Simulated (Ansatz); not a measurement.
# From B to In: the atomisation energy (no zero-point term)

One atom is swapped for its congeners: C2HBF2 `C#CB(F)F`; C2HAlF2 `C#[C][Al]([F])[F]`; C2HF2Ga `C#[C][Ga]([F])[F]`; C2HF2In `C#[C][In]([F])[F]`. All are singlets with charge 0.

Shapes, held fixed at every level: PBE0-D4/def2-TZVP. Programs: Ansatz 0.2.0. Values in eV.

```tsv
level	C2HBF2	C2HAlF2	C2HF2Ga	C2HF2In
HF/def2-SVP	23.41	21.17	18.38	16.29
SPW92/def2-TZVPP	35.75	32.68	30.01	28.14
B3LYP-D4/def2-TZVPP	30.71	28.43	25.37	23.62
BHLYP-D4/def2-TZVPP	29.43	27.27	24.21	22.41
PBE0-D4/def2-TZVPP	30.93	28.44	25.62	23.85
CCSD(T)/def2-SVP	29.58	27.14	24.55	22.53
CCSD(T)/def2-TZVPP	29.92	27.95	25.25	23.35
```

At CCSD(T)/def2-TZVPP the atomisation energy falls at every step, from 29.92 to 23.35 eV. Every level shows the same order. For atoms past krypton def2 sets carry core potentials with scalar relativity. Relativity is left out for Ga unless named. Correlated rows may include outer-core shells of Ga, In, which these sets cover unevenly. Spin-orbit coupling, which grows down the group, is left out (summed over each molecule's free atoms 0.04, 0.05, 0.11, 0.22 eV).
